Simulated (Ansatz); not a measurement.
## Four-centre ligand exchange

Start structure (GaH$_{4}$SeBr, closed shell), relaxed at PBE0-D4/def2-TZVP:

```tsv
atom	x (Å)	y (Å)	z (Å)
Ga1	-0.9128	-0.6528	-0.3274
Br2	0.9155	-2.1176	-0.3268
H3	-1.3183	-0.1443	-1.7482
H4	-1.8289	-0.7807	0.9320
H5	1.1600	0.8252	1.5109
Se6	0.4489	1.5608	0.4573
H7	1.5357	1.3094	-0.4979
```

The step: GaH₂Br ([GaH2][Br]) + H₂Se → GaH₃Se ([GaH2][SeH]) + HBr (still joined by a long Ga–Br bond); bonds formed: Br2–H5; dative contacts that become bonds: Ga1–Se6; bonds broken: H5–Se6; bonds weakened to dative contacts: Ga1–Br2. Program: Ansatz 0.2.0. Basis: def2-TZVPP and def2-QZVPP. Cores are frozen in the correlated methods. Filled d shells of the heavier atoms are correlated. The def2 sets are not built for correlating such inner shells, so the correlated values are less sure here. Extrapolation: Hartree–Fock as exp(−7.88 √X), correlation as X^−2.97. Energies below are by CCSD(T) at an estimated basis limit (MP2 extrapolated from triple and quadruple zeta, plus CCSD(T) − MP2 in triple zeta).

Q: What are the electronic barrier and the energy of the step, from the start structure to the end structure? (Judge from chemistry; the value comes from the calculation.)

A: The calculation gives: Barrier 0.625 eV; step energy 0.564 eV (uphill); reverse barrier, their difference, 0.061 eV. Barrier and step energy count from the start structure, the reverse barrier from the end structure.

The saddle point: One imaginary mode of 76i cm⁻¹.
```
   pair  start (Å)  saddle (Å)  end (Å)
Ga1–Se6       2.71        2.43     2.39
 Br2–H5       3.48        1.54     1.47
Ga1–Br2       2.34        2.77     2.91
 H5–Se6       1.47        2.08     2.34
```

Zero-point energy (harmonic, PBE0-D4): ZPE is 0.840 eV at the start and 0.779 eV at the saddle, so the barrier goes from 0.625 to 0.564 eV.

The T1 diagnostic stays at or below 0.011.

Exchanges of this kind with a chalcogen hydride build sulfide and selenide films.

Labels in which every atom is bracketed show which atoms are joined, not bond orders.

For scale, one of the runs: CCSD(T)/def2-TZVPP, 200 basis functions, launched by `ansatz run in.yaml --threads 8 --pin off --events-out ev --progress --plain --max-ram 19148MiB`. Time: 41 s of wall clock on 8 CPU threads of an Intel Xeon Platinum 8488C; the host was shared. Peak host memory: 2.6 GiB.
